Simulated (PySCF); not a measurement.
**Spinor energies of Tc⁺ (technetium, charge +1)**

Start: [Kr] 4d4 5s2; 4d5/2 filled at m_j = -1/2, +1/2, +3/2, +5/2. Calculated with PySCF 2.14 in x2c-TZVPall-2c: generalised Hartree-Fock with the X2C-1e Hamiltonian and a Gaussian nucleus; one run each with spin-orbit coupling (SO) switched off, then screened by Boettger's factors. This is a chosen level, not necessarily the ground level.

```
spinor shell  electrons  ε, spin-free (eV)  ε, screened SO (eV)  weight of nominal j (screened SO)  rms radius, screened SO (bohr)
       1s1/2          2           -21172.1             -21170.9                              1.000                          0.0394
       2s1/2          2            -3108.9              -3108.6                              1.000                           0.162
       2p1/2          2            -2777.1              -2858.7                              1.000                           0.141
       2p3/2          4            -2777.1              -2738.9                              1.000                           0.145
       3s1/2          2            -585.13              -585.07                              1.000                           0.442
       3p1/2          2            -473.18              -487.40                              1.000                           0.439
       3p3/2          4            -473.18              -466.55                              1.000                           0.450
       3d3/2          4            -292.19              -294.57                              0.972                           0.433
       3d5/2          6            -292.19              -290.57                              0.981                           0.436
       4s1/2          2            -101.62              -101.63                              1.000                            1.12
       4p1/2          2            -67.542              -71.858                              0.697                            1.24
       4d5/2          4            -24.755              -24.724                              0.664                            1.69
       5s1/2          2            -14.500              -14.503                              0.988                            3.25
```

Task: Where does 4p3/2 lie, and what is the 4p spin-orbit splitting (screened SO)?

Result: At -65.471 eV, 6.386 eV above 4p1/2.

| quantity | spin-free | screened SO |
| --- | --- | --- |
| E (hartree) | -4282.33112 | -4282.88102 |
| M_J | 4 | 4 |
| ⟨J²⟩ | 20.157 | 20.143 |
| ⟨L²⟩ | 6.148 | 6.218 |
| ⟨S²⟩ | 6.009 | 5.982 |

Each row is a mean over spinors that exchange with the open shell spreads, by up to 9.628 eV (4p3/2).

Rows whose weight is well below 1 are mixtures of j = l ± 1/2: exchange outweighs spin-orbit coupling there, and the label is only the starting occupation.

⟨J²⟩ departs a little from M_J(M_J + 1) because the unrestricted spinors polarise the closed shells.

Breit and QED terms are absent; they matter most for the inner s and p1/2 levels.

Densities and radii are taken from the X2C orbitals without a picture-change correction, which distorts them close to the nucleus.

Without spin-orbit coupling the j labels of p, d and f shells carry no meaning; the spin-free column gives the mean over the occupied spinors of each nl shell, and its ⟨J²⟩ belongs to a mixture of degenerate components.
